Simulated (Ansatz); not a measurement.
Geometry optimisation, RHF/def2-SVP (Ansatz).

input.yaml

```yaml
crystal:
  periodic: [false, false, false]
  atoms:
    - { symbol: Ge, position_ang: [0.0, 0.0, 0.0] }
    - { symbol: Cl, position_ang: [0.0, 0.0, 2.57] }
    - { symbol: O, position_ang: [1.6691, 0.0, -0.5894] }
    - { symbol: H, position_ang: [1.9855, -0.9521, -0.7061] }
    - { symbol: O, position_ang: [-0.8337, 1.4443, -0.5894] }
    - { symbol: H, position_ang: [-1.7915, 1.2136, -0.8118] }
    - { symbol: Cl, position_ang: [-1.0456, -1.8115, -0.7393] }
    - { symbol: H, position_ang: [0.9702, 1.4632, 0.5833] }
    - { symbol: H, position_ang: [0.8274, 1.2477, 1.5533] }
basis:
  gaussian: { orbitals: def2-SVP }
hamiltonian:
  xc: hf
relax:
  f_tol: 0.15
  max_steps: 25
  restrain:
    - { distance: [0, 7], at: 2.75, k: 30.0 }
    - { distance: [8, 1], at: 2.57, k: 30.0 }
    - { distance: [0, 1], at: 2.22, k: 30.0 }
    - { distance: [8, 7], at: 0.66, k: 30.0 }
output:
  orbitals: {}
```

Run as:

```bash
$ ansatz run input.yaml --threads 2 --pin off --max-ram 3072MiB --backend cpu --events-out ev --progress --plain --runs-dir out
```

Task: Where does it end, and by what steps?

Result: The forces met the threshold. The restraints hold the end off the free minimum; the threshold counts their pulls, which the force column leaves out. Restrained pairs: Ge1–H8 (1.85 → 2.76 Å), Cl2–H9 (1.81 → 2.58 Å), Ge1–Cl2 (2.57 → 2.19 Å), H8–H9 (1.00 → 0.71 Å). After 6 steps the energy has fallen by 3.522 eV (the restraints' own energy left out); H8 moved furthest, 0.72 Å.

```tsv
step	energy less start (eV)	largest force component (eV/Å)	accepted
0	0.0000	4.720	yes
1	-1.6055	2.748	yes
2	-2.2043	4.167	yes
3	-2.8251	3.593	yes
4	-3.4129	2.435	yes
5	-3.4790	1.183	yes
6	-3.5225	1.297	yes
```

```xyz
9
Properties=species:S:1:pos:R:3
Ge -0.095 -0.185 0.002
Cl -0.156 -0.344 2.185
O 1.526 -0.199 -0.584
H 1.939 -1.044 -0.684
O -0.877 1.251 -0.542
H -1.788 1.174 -0.783
Cl -1.143 -1.902 -0.740
H 1.279 2.040 0.885
H 1.097 1.815 1.533
```

Time of the run: 18 s on 2 threads of Arm Neoverse V1, with other jobs on the host, peak memory 0.28 GiB.
